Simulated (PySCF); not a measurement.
An equivalent PySCF input for O (oxygen, neutral), [He] 2s2 2p4, high-spin 3P determinant, with no relativity, point nucleus:

```python
from pyscf import gto, scf, dft, mp, cc
import basis_set_exchange as bse
mol = gto.M(atom="O 0 0 0", charge=0, spin=2, symmetry="D2h",
            basis=gto.basis.parse(bse.get_basis("def2-SVP", elements=["O"], fmt="nwchem", header=False)))
mf = dft.UKS(mol, xc="PBE")
mf.irrep_nelec = {'Ag': (2, 2), 'B1u': (1, 0), 'B2u': (1, 1), 'B3u': (1, 0)}
mf.kernel()
```

It reaches the same state as the run whose output follows, with an energy that differs only through the grid. The run itself started from symmetry-adapted Hartree-Fock orbitals and held the occupation by maximum overlap, on a logarithmic radial grid, so the iterations belong to that start.

```
SCF conv_tol = 1e-09
number electrons alpha = 5  beta = 3
XC functionals = PBE
    J. P. Perdew, K. Burke, and M. Ernzerhof.,  Phys. Rev. Lett. 77, 3865 (1996)
    J. P. Perdew, K. Burke, and M. Ernzerhof.,  Phys. Rev. Lett. 78, 1396 (1997)
    J. P. Perdew, K. Burke, and M. Ernzerhof.,  Phys. Rev. Lett. 77, 3865 (1996)
    J. P. Perdew, K. Burke, and M. Ernzerhof.,  Phys. Rev. Lett. 78, 1396 (1997)
cycle= 1 E= -74.914647746016  delta_E= -0.00216  |g|= 0.00581  |ddm|= 0.0497
cycle= 2 E= -74.9146664679049  delta_E= -1.87e-05  |g|= 0.00264  |ddm|= 0.00734
cycle= 3 E= -74.9146688929717  delta_E= -2.43e-06  |g|= 0.00132  |ddm|= 0.00327
cycle= 4 E= -74.9146696541959  delta_E= -7.61e-07  |g|= 2.24e-05  |ddm|= 0.00111
cycle= 5 E= -74.9146696546597  delta_E= -4.64e-10  |g|= 9.3e-07  |ddm|= 3.99e-05
converged SCF energy = -74.9146696546597  <S^2> = 2.0018395  2S+1 = 3.0012261
```
